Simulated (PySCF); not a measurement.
Geometry:
| atom | x (Å) | y (Å) | z (Å) |
| --- | --- | --- | --- |
| C1 | -2.731 | -0.602 | 1.133 |
| C2 | -1.538 | -0.460 | 0.215 |
| C3 | -1.885 | 0.190 | -1.111 |
| O4 | -0.568 | 0.311 | 0.935 |
| C5 | 0.704 | 0.285 | 0.448 |
| C6 | 1.165 | 1.349 | -0.340 |
| O7 | 2.335 | 1.464 | -0.814 |
| Al8 | 3.755 | 0.260 | -0.640 |
| O9 | 2.781 | -0.868 | 0.489 |
| C10 | 1.569 | -0.747 | 0.836 |
| H11 | -3.163 | 0.387 | 1.350 |
| H12 | -2.432 | -1.062 | 2.086 |
| H13 | -3.507 | -1.227 | 0.668 |
| H14 | -1.104 | -1.461 | 0.021 |
| H15 | -2.628 | -0.414 | -1.653 |
| H16 | -1.000 | 0.283 | -1.760 |
| H17 | -2.307 | 1.194 | -0.947 |
| H18 | 0.454 | 2.167 | -0.547 |
| H19 | 4.926 | 0.945 | 0.183 |
| H20 | 3.977 | -0.474 | -2.031 |
| H21 | 1.162 | -1.515 | 1.517 |

PySCF calculation with PBE0-D3(BJ)/def2-SVP geometry and shielding tensors at KT2/pcSseg-1 (GIAO); isolated molecule, equivalent nuclei averaged, non-relativistic Hamiltonian, one computed conformer.

Scale: 13C (σ = 183.22 ppm), 1H (σ = 31.18 ppm) against TMS; 17O (σ = 330.66 ppm) vs H2O; AlH4- for 27Al (σ = 497.73 ppm) (reference shieldings calculated alike).

```json
{"atoms": "C6/C10", "nucleus": "13C", "count": "2", "δ (ppm)": "?"}
{"atoms": "C1/C3", "nucleus": "13C", "count": "2", "δ (ppm)": "?"}
{"atoms": "C5", "nucleus": "13C", "count": "1", "δ (ppm)": "136.8"}
{"atoms": "H18/H21", "nucleus": "1H", "count": "2", "δ (ppm)": "8.04"}
{"atoms": "H11/H12/H13/H15/H16/H17", "nucleus": "1H", "count": "6", "δ (ppm)": "1.19"}
{"atoms": "H19/H20", "nucleus": "1H", "count": "2", "δ (ppm)": "4.55"}
{"atoms": "H14", "nucleus": "1H", "count": "1", "δ (ppm)": "3.29"}
{"atoms": "O4", "nucleus": "17O", "count": "1", "δ (ppm)": "102.8"}
{"atoms": "Al8", "nucleus": "27Al", "count": "1", "δ (ppm)": "57.9"}
{"atoms": "C2", "nucleus": "13C", "count": "1", "δ (ppm)": "?"}
{"atoms": "O7/O9", "nucleus": "17O", "count": "2", "δ (ppm)": "286.9"}
```

**Question.** Estimate the values marked ?.

**Answer.** 
- C6/C10: 173.7 ppm, alkene carbon bearing oxygen; an sp2 carbon further deshielded by the attached heteroatom
- C2: 82.3 ppm, sp3 CH bonded to O; the inductive effect lowers its shielding
- C1/C3: 22.3 ppm, methyl carbon; aliphatic region, no heteroatom directly attached

Hydrides on Al or Ga are broadened by the quadrupolar metal nucleus. Shifts are as computed. Against solution values, carbons near 30 ppm lie about +2 ppm off and those near 130 ppm about -5 ppm. Of 1313 compounds with measured shifts, 239 miss one by over three times the rms of a fit or turn the order of signals round; such compounds aren't used in these exercises. Unscaled 17O shifts of doubly bonded oxygen tend to come out too high, by tens of ppm or more. Experimental scales use liquid or dissolved standards, which lie at an offset from isolated H2O (liquid H2O: subtract about 36 ppm).
